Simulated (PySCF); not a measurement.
In(Br)3, SMILES [Br][In]([Br])[Br] (Br3In), PBE0/def2-SVP optimised geometry.

```
4

In    -0.62     0.00     0.00
Br    -1.84    -2.13     0.00
Br    -1.84     2.13     0.00
Br     1.84     0.00     0.00
```

Density from PBE0/def2-TZVP, def2 effective core potentials past Kr run with PySCF at that geometry. The core electrons that the potentials of In replace are not part of the density.

Minimum of the electron density along straight lines between bonded atoms, close to the bond critical point (lines longer than 1.1 times the sum of covalent radii, or with two minima, are not listed):

```
bond     length / Å  ρ at the minimum / e bohr⁻³  ∇²ρ there / e bohr⁻⁵  position (fraction from the first atom)
-------  ----------  ---------------------------  --------------------  ---------------------------------------
In1–Br2       2.460                        0.078                  0.14                                     0.47
In1–Br3       2.460                        0.078                  0.14                                     0.47
In1–Br4       2.460                        0.078                  0.14                                     0.47
```
